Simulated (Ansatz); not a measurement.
The same molecule with X = B, Al, Ga, In. Ansatz, PBE0-D4/def2-TZVP geometries, multiplicity 1. Each molecule was computed in one conformer, which needn't be the lowest.

Elements past krypton have def2 core potentials. Scalar relativity is left out up to krypton.

```
 X                    molecule  mean X–C bond length / Å  mean X–H bond length / Å  mean X–S bond length / Å  HOMO energy (PBE/def2-TZVPP) / eV  HOMO energy (B3LYP/def2-TZVPP) / eV  size of the dipole moment (ωB97M-V/def2-TZVPP) / D
 B           `C[BH-](C)[SH2+]`                     1.600                     1.217                     2.083                              -6.60                                -7.76                                                3.13
Al  `[CH3][AlH-]([CH3])[SH2+]`                     1.970                     1.604                     2.571                              -5.98                                -7.02                                                3.30
Ga  `[CH3][GaH-]([CH3])[SH2+]`                     1.985                     1.585                     2.661                              -5.99                                -6.98                                                2.77
```

Q: Give the row for X = In, `[CH3][InH-]([CH3])[SH2+]`. (Best estimate.)

A: The calculation gave: 
| X | molecule | mean X–C bond length / Å | mean X–H bond length / Å | mean X–S bond length / Å | HOMO energy (PBE/def2-TZVPP) / eV | HOMO energy (B3LYP/def2-TZVPP) / eV | size of the dipole moment (ωB97M-V/def2-TZVPP) / D |
| --- | --- | --- | --- | --- | --- | --- | --- |
| In | `[CH3][InH-]([CH3])[SH2+]` | 2.168 | 1.741 | 2.901 | -5.69 | -6.61 | 2.51 |

From B to In the mean X–C bond length rises at each step, by 0.568 Å in all; the mean X–H bond length isn't monotonic: highest at In, lowest at B; the mean X–S bond length rises at each step, by 0.818 Å in all; the HOMO energy (PBE/def2-TZVPP) isn't monotonic: highest at In, lowest at B; the HOMO energy (B3LYP/def2-TZVPP) rises at each step, by 1.15 eV in all. Bonds lengthen as the atom grows down the group. Dipoles are sizes alone, and their direction can turn along the series.

B3LYP here is the variant with VWN-RPA as its local correlation; programs differ in this.
